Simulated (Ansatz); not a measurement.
The Ansatz (an electronic-structure program) input:
Ansatz 0.2 input:
```yaml
crystal:
  periodic: [false, false, false]
  atoms:
    - {symbol: Ge, position_ang: [-0.37807264, 0.29894477, 0.67331549]}
    - {symbol: S, position_ang: [1.27887180, 1.15612620, -0.55076548]}
    - {symbol: H, position_ang: [1.42905336, 2.28765056, 0.13535760]}
    - {symbol: Si, position_ang: [-0.56125976, -1.70205648, -0.70236853]}
    - {symbol: H, position_ang: [0.68650750, -2.23360610, -1.26267203]}
    - {symbol: H, position_ang: [-1.46343437, -1.48608207, -1.84504153]}
    - {symbol: H, position_ang: [-1.15811426, -2.80342332, 0.07166731]}
basis:
  gaussian:
    orbitals: def2-SV_P_.json
hamiltonian:
  xc: hf
```
The basis file holds def2-SV(P) in the JSON format of the Basis Set Exchange.

### Question
What is the computed number of basis functions (HF/def2-SV(P) in Ansatz)?

### Answer
76

### Question
Predict the total energy from HF/def2-SV(P).

### Answer
-2763.6695 Eh
